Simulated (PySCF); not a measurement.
Compound: C5H9NO.
SMILES: `C=C(CC)C(N)=O`

Method used: TDDFT PBE0/def2-SVPD, vertical, gas phase, core orbitals frozen in the response in PySCF 2.14.0, density-fitted response routines. Geometry: GFN2-xTB, one conformer, isolated molecule. Torsions of this conformer, `[CH2:1]=[C:2]([CH2:3][CH3:4])[C:5]([NH2:6])=[O:7]`: C1–C2–C3–C4 96°, C1–C2–C5–N6 40°, H–N6–C5–C2 3°, H–N6–C5–C2 180°.

List the vertical singlet excitations with oscillator strengths and describe the spectrum.

| state | E (eV) | E (kJ/mol) | λ (nm) | f | main configurations (H = HOMO, L = LUMO) |
| --- | --- | --- | --- | --- | --- |
| S1 | 4.85 | 468 | 255.7 | 0.0030 | H→L (90%) |
| S2 | 6.10 | 588 | 203.3 | 0.024 | H-2→L (65%), H-1→L (32%) |
| S3 | 6.38 | 616 | 194.2 | 0.221 | H-1→L (59%), H-2→L (27%) |
| S4 | 6.91 | 667 | 179.4 | 0.0088 | H→L+1 (71%), H→L+3 (13%) |
| S5 | 7.11 | 686 | 174.4 | 0.014 | H→L+2 (26%), H→L+1 (22%), H→L+4 (17%) |
| S6 | 7.22 | 697 | 171.7 | 0.016 | H-1→L+1 (69%), H-2→L+1 (22%) |

Triplets (Tamm–Dancoff): T1 3.99 eV, H-1→L (59%), H→L (28%); T2 4.47 eV, H→L (64%), H-1→L (26%).

The lowest singlet lies at 4.85 eV (256 nm, ultraviolet) and is very weak; its leading configuration is HOMO→LUMO (90%). The strongest level in the table is S3 at 6.38 eV (194 nm, f = 0.221). Löwdin shares by element: HOMO oxygen 61%, carbon 19% or more, nitrogen 6%; LUMO carbon 64% or more, oxygen 12% (atoms not listed hold the other 25%). Orbital energies (eV): HOMO-3 -9.61, HOMO-2 -8.01, HOMO-1 -7.86, HOMO -7.42, LUMO -0.87, LUMO+1 0.59, LUMO+2 1.20. Of the 6 states listed, 4 reach f = 0.01 and none stays under 0.0005. The oscillator strengths of these states sum to 0.286; summed over the whole spectrum of an exact calculation they would give the number of electrons, 54 (Thomas–Reiche–Kuhn). Only the lowest 6 singlets were computed, as vertical energies without vibronic structure.
